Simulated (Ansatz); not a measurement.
`BS[CH](F)[GeH3]`. The species carries charge 0 and has multiplicity 1. The structure was optimised at the PBE0-D4/def2-TZVP level. It is one conformer, not always the lowest.

```xyz
11

B     0.714    0.671   -2.303
S    -0.163   -0.519   -1.349
C    -0.485    0.319    0.223
F    -1.794    0.762    0.257
Ge   -0.172   -0.905    1.757
H     1.051    0.328   -3.393
H     0.960    1.748   -1.853
H     0.168    1.193    0.273
H    -0.608   -0.186    3.041
H    -0.996   -2.179    1.540
H     1.327   -1.232    1.806
```

Q: What is the dipole moment at ωB97M-V/def2-TZVPP? (Estimate.)

A: Ansatz gave: 1.56 D, with components (1.19, -0.04, 1.02) D in this frame, pointing from negative to positive charge.

Q: And with PBE, r2SCAN, B3LYP? (Estimate.)

A: Ansatz gave: PBE 1.44 D, r2SCAN 1.51 D, B3LYP 1.54 D.

Q: Give the Mulliken charges with ωB97M-V, B3LYP, PBE in def2-TZVPP. (An estimate is asked.)

A: The calculation gave: 
```tsv
atom	ωB97M-V	B3LYP	PBE
B1	-0.20	-0.10	-0.09
S2	-0.01	-0.06	-0.05
C3	0.00	0.08	0.07
F4	-0.20	-0.22	-0.17
Ge5	0.03	0.08	0.06
H6	0.09	0.05	0.03
H7	0.07	0.04	0.02
H8	0.14	0.12	0.11
H9	0.03	0.00	0.00
H10	0.04	0.01	0.01
H11	0.03	0.01	0.01
```

B3LYP here is the variant with VWN-RPA as its local correlation; programs differ in this.
